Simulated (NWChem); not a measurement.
System: trans-dichloroethylene (C$_{2}$H$_{2}$Cl$_{2}$); SMILES Cl/C=C/Cl

NWChem input:

```
start job
memory heap 200 mb stack 900 mb global 1100 mb
geometry units angstroms noautoz
  Cl     0.043724    -2.147511     0.000000
  C     -0.442876    -0.497842     0.000000
  C      0.442876     0.497842     0.000000
  Cl    -0.043724     2.147511     0.000000
  H     -1.522662    -0.333993     0.000000
  H      1.522662     0.333993     0.000000
end
basis spherical
  * library def2-svp
end
dft
  xc b3lyp
  iterations 150
  mulliken
end
task dft energy
```

Structure relaxed at the PBE0/def2-SVP level.

**Question.** What results follow from this input? (B3LYP/def2-SVP.) Quantities: basis functions; energy (Ha); highest occupied level (eV); orbital gap (eV).

**Answer.** 
```
Item                          Result
---------------------------  -------
number of basis functions         74
energy (Ha)                  -997.46
highest occupied level (eV)    -6.89
orbital gap (eV)                6.36
```
